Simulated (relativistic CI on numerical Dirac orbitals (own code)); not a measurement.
## Calculated levels, Lu23+

Method of calculation: Dirac-Coulomb-Breit CI, KLI orbitals optimised for each configuration, model QED (radiative potential, 1s self-energy scaled to tabulated hydrogen-like ionisation energies), unscaled Slater integrals (own radial code, finite nucleus).

Configuration list (outside the closed core [Ar] 3d10): 4s²4p⁶4d¹⁰4f², 4s²4p⁶4d¹⁰4f5s, 4s²4p⁶4d⁹4f³, 4s²4p⁶4d¹⁰5s², 4s²4p⁶4d¹⁰4f5p, 4s²4p⁶4d¹⁰5s5p, 4s²4p⁶4d¹⁰4f5d, 4s²4p⁵4d¹⁰4f³, 4s²4p⁶4d¹⁰5p5d, 4s²4p⁶4d⁹4f²5s, 4s²4p⁶4d¹⁰4f5f, 4s4p⁶4d¹⁰4f³, 4s²4p⁶4d¹⁰4f6s, 4s²4p⁶4d⁹4f²5p, 4s²4p⁶4d¹⁰4f6p, 4s²4p⁶4d¹⁰4f5g, 4s²4p⁶4d¹⁰4f6d, 4s²4p⁶4d¹⁰4f7s, 4s²4p⁶4d¹⁰4f6g, 4s4p⁶4d¹⁰4f5s², 4s4p⁶4d¹⁰4f5p², 4s²4p⁶4d¹⁰5p², 4s²4p⁶4d⁹5s5p², 4s²4p⁶4d¹⁰5s5d, 4s²4p⁶4d⁹5s²5d, 4s²4p⁶4d¹⁰5d², 4s²4p⁶4d⁹5s5d². Double excitations out of closed p, d and f shells are left out; levels of such configurations are missing from the list, as are those of other unlisted configurations, and high levels can miss mixing partners.

The lowest level is 4s²4p⁶4d¹⁰4f² ³H4, with 90 % of that term; Hund's rules for 4s²4p⁶4d¹⁰4f² give ³H with J = 4, in agreement.

| No. | Configuration | Term | J | E (cm⁻¹) | % | Next component (%) | Landé g | Lifetime (s) |
| --- | --- | --- | --- | --- | --- | --- | --- | --- |
| 1 | 4s²4p⁶4d¹⁰4f² | ³H | 4 | 0 | 90 | 9 ¹G | 0.819 |  |
| 2 | 4s²4p⁶4d¹⁰4f² | ³F | 2 | 16970 | 90 | 9 ¹D | 0.698 | 4.70e+02 |
| 3 | 4s²4p⁶4d¹⁰4f² | ³H | 5 | 18067 | 100 |  | 1.031 | 7.12e-03 |
| 4 | 4s²4p⁶4d¹⁰4f² | ¹G | 4 | 30136 | 47 | 45 ³F | 1.094 | 1.43e-02 |
| 5 | 4s²4p⁶4d¹⁰4f² | ³F | 3 | 30289 | 100 |  | 1.081 | 1.68e-02 |
| 6 | 4s²4p⁶4d¹⁰4f² | ³H | 6 | 34200 | 97 | 3 ¹I | 1.159 | 1.10e-02 |
| 7 | 4s²4p⁶4d¹⁰4f² | ³F | 4 | 51897 | 54 | 43 ¹G | 1.130 | 4.06e-03 |
| 8 | 4s²4p⁶4d¹⁰4f² | ¹D | 2 | 61458 | 64 | 27 ³P | 1.106 | 3.91e-03 |
| 9 | 4s²4p⁶4d¹⁰4f² | ³P | 0 | 67778 | 95 | 5 ¹S |  | 6.47e-01 |
| 10 | 4s²4p⁶4d¹⁰4f² | ³P | 1 | 75346 | 100 |  | 1.499 | 2.46e-02 |
| 11 | 4s²4p⁶4d¹⁰4f² | ¹I | 6 | 75531 | 97 | 3 ³H | 1.003 | 4.88e-03 |
| 12 | 4s²4p⁶4d¹⁰4f² | ³P | 2 | 88190 | 72 | 26 ¹D | 1.356 | 3.58e-03 |
| 13 | 4s²4p⁶4d¹⁰4f² | ¹S | 0 | 161124 | 95 | 5 ³P |  | 5.70e-04 |
| 14 | 4s²4p⁶4d¹⁰4f5s | ³F° | 2 | 705960 | 99 | 1 4s²4p⁶4d⁹4f²5p ³F° | 0.663 | 1.02e-06 |
| 15 | 4s²4p⁶4d¹⁰4f5s | ³F° | 3 | 708908 | 74 | 25 ¹F° | 1.060 | 7.00e-07 |
| 16 | 4s²4p⁶4d¹⁰4f5s | ³F° | 4 | 727139 | 99 | 1 4s²4p⁶4d⁹4f²5p ³F° | 1.248 | 9.21e-07 |
| 17 | 4s²4p⁶4d¹⁰4f5s | ¹F° | 3 | 732953 | 74 | 25 ³F° | 1.019 | 2.63e-07 |
| 18 | 4s²4p⁶4d¹⁰4f5p | ³G | 3 | 1021339 | 69 | 23 ¹F | 0.835 | 8.45e-11 |
| 19 | 4s²4p⁶4d¹⁰4f5p | ³F | 2 | 1026578 | 54 | 26 ¹D | 0.849 | 8.13e-11 |
| 20 | 4s²4p⁶4d¹⁰4f5p | ³D | 3 | 1044100 | 46 | 36 ³F | 1.177 | 8.31e-11 |
| 21 | 4s²4p⁶4d¹⁰4f5p | ³G | 4 | 1047856 | 41 | 31 ³F | 1.096 | 8.06e-11 |
| 22 | 4s²4p⁶4d¹⁰4f5p | ³F | 3 | 1176577 | 40 | 29 ¹F | 0.966 | 2.48e-11 |
| 23 | 4s²4p⁶4d¹⁰4f5p | ³D | 2 | 1187080 | 43 | 43 ³F | 0.926 | 2.33e-11 |
| 24 | 4s²4p⁶4d¹⁰4f5p | ³G | 4 | 1189858 | 56 | 35 ³F | 1.113 | 2.35e-11 |
| 25 | 4s²4p⁶4d¹⁰4f5p | ³D | 1 | 1198009 | 100 |  | 0.495 | 2.18e-11 |
| 26 | 4s²4p⁶4d¹⁰4f5p | ³D | 3 | 1204651 | 51 | 31 ¹F | 1.179 | 2.39e-11 |
| 27 | 4s²4p⁶4d¹⁰4f5p | ¹G | 4 | 1206891 | 63 | 34 ³F | 1.085 | 2.30e-11 |
| 28 | 4s²4p⁶4d¹⁰4f5p | ³G | 5 | 1210044 | 100 |  | 1.198 | 2.27e-11 |
| 29 | 4s²4p⁶4d¹⁰4f5p | ¹D | 2 | 1224175 | 59 | 38 ³D | 1.050 | 2.18e-11 |
| 30 | 4s²4p⁶4d⁹4f³ | ⁵H° | 3 | 1425393 | 50 | 39 ⁵G° | 0.698 | 2.24e-09 |
| 31 | 4s²4p⁶4d⁹4f³ | ⁵H° | 4 | 1426802 | 53 | 24 ⁵G° | 0.954 | 7.74e-09 |
| 32 | 4s²4p⁶4d⁹4f³ | ⁵G° | 2 | 1430181 | 95 | 5 ³F° | 0.348 | 2.24e-07 |
| 33 | 4s²4p⁶4d⁹4f³ | ⁵H° | 5 | 1434658 | 58 | 19 ⁵G° | 1.095 | 1.62e-08 |
| 34 | 4s²4p⁶4d⁹4f³ | ⁵H° | 6 | 1445339 | 58 | 22 ⁵I° | 1.185 | 3.51e-08 |
| 35 | 4s²4p⁶4d⁹4f³ | ⁵D° | 2 | 1447849 | 50 | 28 ⁵F° | 1.290 | 2.74e-09 |
| 36 | 4s²4p⁶4d⁹4f³ | ⁵D° | 4 | 1450326 | 49 | 18 ⁵F° | 1.355 | 8.80e-09 |
| 37 | 4s²4p⁶4d⁹4f³ | ⁵D° | 3 | 1450357 | 55 | 30 ⁵F° | 1.363 | 4.37e-09 |
| 38 | 4s²4p⁶4d⁹4f³ | ⁵D° | 1 | 1451224 | 65 | 17 ⁵F° | 1.198 | 1.50e-09 |
| 39 | 4s²4p⁶4d⁹4f³ | ⁵G° | 3 | 1452486 | 52 | 24 ⁵H° | 0.802 | 5.89e-10 |
| 40 | 4s²4p⁶4d⁹4f³ | ⁵G° | 5 | 1453830 | 27 | 18 ³H° | 1.016 | 1.21e-09 |
| 41 | 4s²4p⁶4d⁹4f³ | ⁵G° | 4 | 1454691 | 41 | 33 ³H° | 0.967 | 1.74e-09 |
| 42 | 4s²4p⁶4d⁹4f³ | ⁵D° | 0 | 1457013 | 91 | 9 ³P° |  | 2.73e-08 |
| 43 | 4s²4p⁶4d⁹4f³ | ⁵H° | 7 | 1457842 | 25 | 22 ⁵I° | 1.095 | 4.40e-08 |
| 44 | 4s²4p⁶4d⁹4f³ | ⁵G° | 6 | 1459209 | 26 | 25 ⁵K° | 1.066 | 3.34e-09 |
| 45 | 4s²4p⁶4d⁹4f³ | ⁵H° | 7 | 1461741 | 37 | 22 ⁵L° | 1.091 | 2.34e-08 |
| 46 | 4s²4p⁶4d⁹4f³ | ⁵L° | 8 | 1463733 | 59 | 21 ⁵K° | 1.067 | 1.53e-02 |
| 47 | 4s²4p⁶4d⁹4f³ | ⁵G° | 6 | 1466201 | 36 | 19 ³H° | 1.131 | 3.00e-09 |
| 48 | 4s²4p⁶4d⁹4f³ | ⁵S° | 2 | 1467245 | 51 | 12 ⁵P° | 1.692 | 1.16e-08 |
| 49 | 4s²4p⁶4d⁹4f³ | ⁵G° | 5 | 1468689 | 30 | 24 ³I° | 1.067 | 1.05e-09 |
| 50 | 4s²4p⁶4d⁹4f³ | ⁵L° | 9 | 1469076 | 76 | 12 ⁵K° | 1.136 | 8.59e-02 |
| 51 | 4s²4p⁶4d⁹4f³ | ⁵G° | 4 | 1470421 | 26 | 21 ⁵H° | 1.055 | 1.47e-09 |
| 52 | 4s²4p⁶4d⁹4f³ | ³F° | 3 | 1471071 | 44 | 13 ⁵F° | 1.082 | 6.98e-10 |
| 53 | 4s²4p⁶4d⁹4f³ | ⁵F° | 5 | 1471796 | 38 | 20 ³G° | 1.182 | 6.13e-09 |
| 54 | 4s²4p⁶4d⁹4f³ | ⁵F° | 4 | 1473190 | 25 | 24 ³F° | 1.140 | 2.02e-09 |
| 55 | 4s²4p⁶4d⁹4f³ | ³F° | 2 | 1473203 | 29 | 23 ⁵S° | 1.208 | 1.82e-09 |
| 56 | 4s²4p⁶4d⁹4f³ | ⁵L° | 10 | 1474404 | 87 | 12 ³M° | 1.184 | 2.09e-01 |
| 57 | 4s²4p⁶4d⁹4f³ | ⁵K° | 7 | 1474508 | 25 | 21 ³L° | 1.074 | 1.39e-08 |
| 58 | 4s²4p⁶4d⁹4f³ | ⁵D° | 4 | 1478266 | 36 | 17 ⁵F° | 1.248 | 5.19e-10 |
| 59 | 4s²4p⁶4d⁹4f³ | ⁵G° | 5 | 1479046 | 26 | 26 ³H° | 1.132 | 1.35e-09 |
| 60 | 4s²4p⁶4d⁹4f³ | ⁵F° | 1 | 1479622 | 35 | 33 ³D° | 0.628 | 2.49e-10 |
| 61 | 4s²4p⁶4d⁹4f³ | ³F° | 3 | 1479660 | 20 | 17 ³G° | 1.087 | 3.41e-10 |
| 62 | 4s²4p⁶4d⁹4f³ | ⁵I° | 8 | 1481133 | 46 | 29 ⁵K° | 1.166 | 4.06e-04 |
| 63 | 4s²4p⁶4d⁹4f³ | ³G° | 4 | 1485409 | 30 | 21 ⁵G° | 1.014 | 2.45e-10 |
| 64 | 4s²4p⁶4d⁹4f³ | ³K° | 6 | 1486731 | 26 | 25 ³I° | 0.965 | 2.04e-08 |
| 65 | 4s²4p⁶4d⁹4f³ | ⁵G° | 6 | 1487318 | 27 | 27 ⁵H° | 1.172 | 2.42e-09 |
| 66 | 4s²4p⁶4d¹⁰5s² | ¹S | 0 | 1488358 | 99 | 1 4s²4p⁶4d¹⁰5p² ¹S |  | 7.48e-05 |
| 67 | 4s²4p⁶4d⁹4f³ | ³H° | 4 | 1489156 | 28 | 23 ³F° | 1.000 | 2.41e-10 |
| 68 | 4s²4p⁶4d⁹4f³ | ⁵G° | 3 | 1491333 | 47 | 16 ³G° | 0.969 | 3.76e-10 |
| 69 | 4s²4p⁶4d⁹4f³ | ³G° | 5 | 1492601 | 22 | 20 ⁵F° | 1.116 | 3.17e-10 |
| 70 | 4s²4p⁶4d⁹4f³ | ³G° | 5 | 1494070 | 47 | 18 ³H° | 1.137 | 2.87e-09 |

Energies count from the lowest computed level; ° marks odd parity; lifetimes are radiative, by E1, M1, E2, M2, E3 decay to levels of this space only.

The mean weight of the leading LS term, summed over parents, in these 70 levels is 57 %, and that of the leading jj configuration (from the same eigenvectors) 72 %, so jj coupling describes them better and the LS labels are nominal.

At this charge transitions that keep the count of f electrons are usually good to a few per cent. Terms inside the open d or f shell come out 10 to 20 % too wide with unscaled integrals. Levels that differ in their count of f electrons can be misplaced by several ten thousand cm⁻¹, since the correlation energy of f electrons is missing or only estimated; rates across such gaps can be off by orders of magnitude.

Landé's interval rule says that E(J) − E(J−1) = AJ with one A. For the ground term the intervals give A = 3613.5, 2688.8 cm⁻¹ for J = 5, 6; the multiplet is regular.

LS names give the leading component of a level, which can be under half, so a name can repeat, a term be missing and a line seem to break the LS rules.
